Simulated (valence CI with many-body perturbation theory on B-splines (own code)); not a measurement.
The numbers below are computed, except where a source is named.
## Hyperfine factors and g values of Tl⁶⁸⁺

Method: valence CI with perturbative core correlation (CI+MBPT): three valence electrons over a frozen Dirac-Fock core [Ne], a basis of 11 s, 11 p, 10 d, 8 f, 5 g, 2 h functions for each j, with the one-electron correlation potential Σ1, the two-electron term Σ2, the three-electron term Σ3, Breit, model QED; selected CI, second order for the rest, scaled by the run's own slope (own B-spline code, finite nucleus).

No measured spectrum was set against this ion. As an estimate, large intervals hold to a few tenths of a per cent, small ones and those within an open d or f shell to about a per cent.

A/g_I is the dipole constant over the nuclear g factor μ/I (μ in nuclear magnetons, uniformly magnetised nucleus), B/Q the quadrupole constant per barn. Both hold the static response of the core; the bare values leave it out. Large factors of s and p1/2 electrons are usually good to 5 to 10 %; those of open d and f shells near neutrality can be off by tens of per cent, and small factors of p3/2, d and f electrons come from cancelling terms and can be off by a factor of two or in sign, in half-filled shells by more. B is blank for J = 1/2, where it vanishes, and for nearly pure S terms. Energies count from the lowest level.

Levels are named by their leading jj configuration (3d3/2^4 stands for four electrons in 3d with j = 3/2), which in mixed levels can hold well under half, so a name can repeat and another be missing. Letters in brackets count levels of one name in rising energy.

| Level | E (eV) | g | A/g_I (MHz) | A/g_I bare | B/Q (MHz/b) | B/Q bare |
| --- | --- | --- | --- | --- | --- | --- |
| (3s^2 3p1/2) J=1/2 | 0.0 | 0.642 | 3060000 | 3010000 |  |  |
| (3s 3p1/2^2) J=1/2 | 194.7 | 2.070 | 9030000 | 8850000 |  |  |
| (3s^2 3p3/2) J=3/2 | 561.7 | 1.317 | 304000 | 303000 | 615000 | 608000 |
| (3s 3p1/2 3p3/2) J=3/2 [a] | 721.4 | 1.615 | 1960000 | 1930000 | 501000 | 495000 |
| (3s 3p1/2 3p3/2) J=5/2 | 742.2 | 1.327 | 2580000 | 2530000 | 527000 | 521000 |
| (3s 3p1/2 3p3/2) J=3/2 [b] | 764.4 | 0.969 | 273000 | 274000 | 271000 | 269000 |
| (3s 3p1/2 3p3/2) J=1/2 | 776.7 | 1.276 | -3480000 | -3410000 |  |  |
| (3s^2 3d3/2) J=3/2 | 825.5 | 0.829 | 49600 | 55700 | 152000 | 153000 |
| (3s^2 3d5/2) J=5/2 | 939.0 | 1.189 | 98600 | 102000 | 124000 | 127000 |
| (3s 3p1/2 3d3/2) J=3/2 [a] | 952.3 | 0.885 | -196000 | -186000 | 300000 | 299000 |
| (3s 3p1/2 3d3/2) J=3/2 [b] | 967.0 | 0.894 | 7090 | 12700 | 332000 | 330000 |
| (3s 3p1/2 3d3/2) J=5/2 | 978.3 | 1.011 | 2500000 | 2450000 | 62700 | 66000 |
| (3s 3p1/2 3d3/2) J=1/2 | 1008.6 | 0.405 | -3760000 | -3680000 |  |  |
| (3s 3p1/2 3d3/2) J=3/2 [c] | 1018.1 | 1.269 | 2210000 | 2170000 | 127000 | 127000 |
| (3s 3p1/2 3d5/2) J=5/2 [a] | 1103.0 | 1.346 | 848000 | 838000 | 119000 | 121000 |
| (3s 3p1/2 3d5/2) J=7/2 | 1119.8 | 1.230 | 1770000 | 1740000 | 51500 | 55100 |
| (3s 3p1/2 3d5/2) J=5/2 [b] | 1131.0 | 1.032 | -19100 | -12600 | 127000 | 129000 |
| (3s 3p1/2 3d5/2) J=3/2 | 1135.7 | 1.110 | -2170000 | -2120000 | 68500 | 70200 |
| (3p1/2^2 3d3/2) J=3/2 | 1194.4 | 0.774 | 167000 | 168000 | 107000 | 109000 |
| (3s 3p3/2^2) J=5/2 | 1295.8 | 1.433 | 2060000 | 2020000 | 97400 | 96200 |
| (3p1/2^2 3d5/2) J=5/2 | 1336.8 | 1.187 | 56000 | 63300 | 98400 | 101000 |
| (3s 3p3/2^2) J=1/2 | 1338.1 | 1.935 | 9100000 | 8920000 |  |  |
| (3s 3p3/2^2) J=3/2 | 1346.0 | 1.187 | -1450000 | -1420000 | -74400 | -73500 |
| (3p1/2 3p3/2^2) J=5/2 | 1507.4 | 1.178 | 1250000 | 1230000 | 40000 | 39800 |
| (3p1/2 3p3/2^2) J=3/2 | 1514.1 | 1.424 | 14000 | 24600 | 2280 | 2140 |
| (3p1/2 3p3/2^2) J=1/2 | 1533.1 | 0.900 | 4560000 | 4470000 |  |  |
| (3s 3p3/2 3d3/2) J=3/2 [a] | 1540.3 | 1.268 | 830000 | 821000 | 8250 | 5930 |
| (3s 3p3/2 3d3/2) J=1/2 [a] | 1542.6 | 1.938 | 2520000 | 2480000 |  |  |
| (3s 3p3/2 3d3/2) J=5/2 [a] | 1546.9 | 1.194 | 764000 | 757000 | 282000 | 278000 |
| (3s 3p3/2 3d3/2) J=7/2 | 1548.3 | 1.212 | 1480000 | 1450000 | 683000 | 678000 |
| (3s 3p3/2 3d3/2) J=3/2 [b] | 1581.0 | 0.987 | 469000 | 466000 | -316000 | -311000 |
| (3s 3p3/2 3d3/2) J=5/2 [b] | 1593.9 | 0.968 | -263000 | -252000 | 342000 | 342000 |
| (3s 3p3/2 3d3/2) J=1/2 [b] | 1601.1 | 0.611 | 2060000 | 2020000 |  |  |
| (3s 3p3/2 3d5/2) J=9/2 | 1641.8 | 1.317 | 1140000 | 1130000 | 749000 | 745000 |
| (3s 3p3/2 3d5/2) J=5/2 [a] | 1666.9 | 1.339 | 1730000 | 1710000 | -332000 | -327000 |
| (3s 3p3/2 3d5/2) J=7/2 [a] | 1675.9 | 1.251 | 727000 | 719000 | 366000 | 365000 |
| (3s 3p3/2 3d5/2) J=3/2 [a] | 1680.4 | 1.138 | -844000 | -820000 | -345000 | -341000 |
| (3s 3p3/2 3d5/2) J=7/2 [b] | 1698.4 | 1.193 | -136000 | -127000 | 363000 | 363000 |
| (3s 3p3/2 3d5/2) J=1/2 | 1707.8 | 0.725 | -2880000 | -2820000 |  |  |
| (3s 3p3/2 3d5/2) J=3/2 [b] | 1720.5 | 1.297 | 2120000 | 2080000 | 189000 | 189000 |

(1) Take the isotope of mass number 203, with I = 1/2, μ = 1.616 μN. What is the hyperfine structure of (3s^2 3p1/2) J=1/2?

Results:

(1) From the table A = 9900000 MHz. Shifts from the centre of gravity in MHz: F = 0: -7420000, F = 1: 2480000.
